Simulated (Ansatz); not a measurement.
Computed with Ansatz.

Basis-set series for CH$_{6}$BNSi. Total charge 0; spin multiplicity 1. The bonds changed during the relaxation, so this is another structure than the one it started from. Geometry: relaxed with PBE0-D4/def2-TZVP.

| atom | x (Å) | y (Å) | z (Å) |
| --- | --- | --- | --- |
| B1 | 0.575 | -0.768 | 1.022 |
| Si2 | 1.062 | 0.879 | -0.425 |
| C3 | -0.489 | -0.009 | -1.132 |
| N4 | -0.529 | -0.137 | 0.306 |
| H5 | 0.650 | -0.573 | 2.196 |
| H6 | 1.116 | -1.677 | 0.464 |
| H7 | 0.383 | 2.183 | -0.049 |
| H8 | -1.323 | 0.548 | -1.544 |
| H9 | -0.310 | -0.961 | -1.623 |
| H10 | -1.135 | 0.515 | 0.783 |

| functional | basis | functions | energy (Eh) | HOMO (eV) | LUMO (eV) |
| --- | --- | --- | --- | --- | --- |
| PBE0-D4 | def2-SVP | 90 | -410.33080 | -6.64 | -1.19 |
| PBE0-D4 | def2-TZVPP | 219 | -410.56702 | -6.68 | -1.31 |
| ωB97M-V | def2-SVP | 90 | -410.50717 | -8.62 | 0.83 |
| ωB97M-V | def2-TZVPP | 219 | -410.75097 | -8.70 | 0.60 |

(1) Give the rows for def2-QZVPP. (Best estimate.)

## Answers

(1) The calculation gave: 
```csv
functional,basis,functions,energy (Eh),HOMO (eV),LUMO (eV)
PBE0-D4,def2-QZVPP,421,-410.58366,-6.69,-1.35
ωB97M-V,def2-QZVPP,421,-410.76661,-8.71,0.47
```

Positive LUMOs are unbound and depend on the basis.
